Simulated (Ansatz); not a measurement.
CH$_{5}$AlFNSi (`F[C@H]1N[Si@@H]1[AlH2]`). Total charge 0; spin multiplicity 1.

Cartesian coordinates in Å:
```
F -1.7876 -2.0759 -0.4289
C -0.7873 -1.2899 0.0894
N 0.4551 -1.4033 -0.5717
Si -0.1424 0.2279 -0.8112
Al 0.6457 2.0358 0.6114
H -0.8167 -1.3630 1.1762
H 1.2610 -1.7462 -0.0722
H -0.6133 0.4351 -2.2043
H 0.4600 3.5631 0.2279
H 1.3256 1.6163 1.9835
```

Q: What are the harmonic wavenumbers in cm⁻¹ at PBE0-D4/def2-TZVP (Ansatz, finite differences of forces, unscaled)? (Best estimate.)

A: Computed: 81, 104, 142, 249, 390, 436, 462, 515, 552, 600, 648, 732, 775, 797, 1007, 1023, 1171, 1210, 1365, 1915, 1933, 2221, 3117, 3609.

Q: Is this a minimum?

A: Yes, all 24 modes are real.

Q: Give the ideal-gas thermochemistry at 298.15 K and 1 bar (rigid rotor, harmonic oscillator; point group C1, symmetry number 1).

A: Zero-point energy 149.9 kJ/mol; H(298) − E = 171.8 kJ/mol; entropy 354.0 J/(mol·K), of which translation 166.9, rotation 114.6, vibration 72.5; G(298) − E = 66.2 kJ/mol. Modes under 100 cm⁻¹ are hindered rotations or soft bends, so the harmonic entropy is rough.

Q: And at 400, 500, 600, 800 and 1000 K?

A: 
```json
{"T (K)": "400", "H − E (kJ/mol)": "184.6", "S (J/mol/K)": "390.9", "G − E (kJ/mol)": "28.2"}
{"T (K)": "500", "H − E (kJ/mol)": "199.1", "S (J/mol/K)": "423.1", "G − E (kJ/mol)": "-12.5"}
{"T (K)": "600", "H − E (kJ/mol)": "214.9", "S (J/mol/K)": "451.9", "G − E (kJ/mol)": "-56.3"}
{"T (K)": "800", "H − E (kJ/mol)": "249.6", "S (J/mol/K)": "501.8", "G − E (kJ/mol)": "-151.8"}
{"T (K)": "1000", "H − E (kJ/mol)": "287.2", "S (J/mol/K)": "543.7", "G − E (kJ/mol)": "-256.4"}
```

Q: Rotational constants (cm⁻¹)?

A: 0.2695, 0.04758, 0.04687.
